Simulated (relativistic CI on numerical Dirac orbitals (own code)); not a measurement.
**Slater and spin-orbit integrals, Cu**

Computed by Dirac-Coulomb-Breit CI, separate exchange-only KLI orbitals for each configuration, QED by a radiative potential, valence Slater integrals scaled by 0.85, P86 correlation energy added to each configuration (own radial code, finite nucleus).

Slater integrals F^k, G^k are unscaled and averaged over j, outside the closed core [Ar]; ζ comes from projecting the Hamiltonian with its Breit term on Σ l·s of the shell.

- 3d⁹4s²: ζ(3d) = 800.42 cm⁻¹; <r>(3d) = 0.9416, <r^2>(3d) = 1.19 (bohr units).
- 3d¹⁰4p: ζ(4p) = 83.149 cm⁻¹; <r>(4p) = 4.97, <r^2>(4p) = 29.87 (bohr units).
- 3d⁹4s4p: ζ(3d) = 804.67, G^2(3d,4s) = 10237, F^2(3d,4p) = 9939.7, G^1(3d,4p) = 4019, G^3(3d,4p) = 3097.3, G^1(4s,4p) = 32495, ζ(4p) = 241.15 cm⁻¹; <r>(3d) = 0.933, <r^2>(3d) = 1.158, <r>(4s) = 2.69, <r^2>(4s) = 8.507, <r>(4p) = 4.124, <r^2>(4p) = 20.39 (bohr units).

In this model ζ of a weakly bound d, f or g electron outside closed shells comes out too small, for d by up to a factor of two or three and at times with the wrong sign; that of an outer p electron is too small as well.

Correlation outside the listed configurations is missing or only estimated: errors of thousands of cm⁻¹ between configurations and terms are usual at this charge. Rates and lifetimes follow the computed energies and can be off by large factors. The fine structure of a lone outer electron comes out too small, for d and f at times inverted, and misplaced configurations move strength between like terms. 19 of the 21 excited levels that our extract of the measured tables holds in this range could be paired (the sources list more); they are missed by 14014 cm⁻¹ on average and 18502 at most, and levels without a partner can miss by more.

Averages of the first 10 configurations, taken without configuration mixing, which lowers the lowest level and can move excited configurations by several eV; other configurations of the list can lie among them:

| Configuration | Parity | States | Average energy above the lowest level (eV) |
| --- | --- | --- | --- |
| 3d¹⁰4s | even | 2 | 0.0 |
| 3d⁹4s² | even | 10 | 0.3 |
| 3d¹⁰4p | odd | 6 | 3.3 |
| 3d⁹4s4p | odd | 120 | 3.7 |
| 3d¹⁰5s | even | 2 | 4.5 |
| 3d¹⁰4d | even | 10 | 5.2 |
| 3d¹⁰5p | odd | 6 | 5.3 |
| 3d¹⁰6s | even | 2 | 5.6 |
| 3d¹⁰4f | odd | 14 | 6.1 |
| 3d¹⁰6p | odd | 6 | 6.0 |
